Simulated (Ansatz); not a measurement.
Loss of CH4: C3H7Br → C2H3Br + CH4

Species: C3H7Br (2-bromopropane) `CC(C)Br`, singlet; C2H3Br (vinyl bromide) `C=CBr`, singlet; CH4 (methane) `C`, singlet. This is a balance of energies; it says nothing on the path, which may need atoms to shift.

Shapes, held fixed at every level: PBE0-D4/def2-TZVP. Programs: Ansatz 0.2.0. The zero-point and thermal change to 298 K, harmonic and unscaled (PBE0-D4/def2-TZVP), is -13.6 kJ/mol.

Question: Estimate the reaction enthalpy at 298 K.

Answer: From tabulated heats of formation (Active Thermochemical Tables, CRC Handbook of Chemistry and Physics), ΔH(298 K) = +98.5 kJ/mol. Nearest: PBE-D4/def2-TZVPP (-1.2); farthest: SPW92/def2-TZVPP (+34.3). 6 of 8 levels lie within 10 kJ/mol. The heats of C3H7Br come from older tables and can be uncertain by 10 kJ/mol or more. Relativity is left out for Br. Outer-core shells of Br are correlated, in sets that cover them unevenly.

```json
{"level": "SPW92/def2-TZVPP", "kind": "LDA", "ΔH (kJ/mol)": "+132.9", "computed − measured": "+34.3"}
{"level": "PBE-D4/def2-TZVPP", "kind": "GGA", "ΔH (kJ/mol)": "+97.3", "computed − measured": "-1.2"}
{"level": "r2SCAN-D4/def2-TZVPP", "kind": "meta-GGA", "ΔH (kJ/mol)": "+100.6", "computed − measured": "+2.0"}
{"level": "wB97X-V/def2-TZVPP", "kind": "range-separated hybrid", "ΔH (kJ/mol)": "+108.4", "computed − measured": "+9.8"}
{"level": "MP2/def2-SVP", "kind": "perturbation theory", "ΔH (kJ/mol)": "+114.2", "computed − measured": "+15.7"}
{"level": "CCSD/def2-SVP", "kind": "coupled cluster or CI", "ΔH (kJ/mol)": "+104.4", "computed − measured": "+5.8"}
{"level": "CCSD/def2-TZVPP", "kind": "coupled cluster or CI", "ΔH (kJ/mol)": "+97.1", "computed − measured": "-1.5"}
{"level": "CCSD(T)/def2-TZVPP", "kind": "coupled cluster or CI", "ΔH (kJ/mol)": "+97.0", "computed − measured": "-1.6"}
```
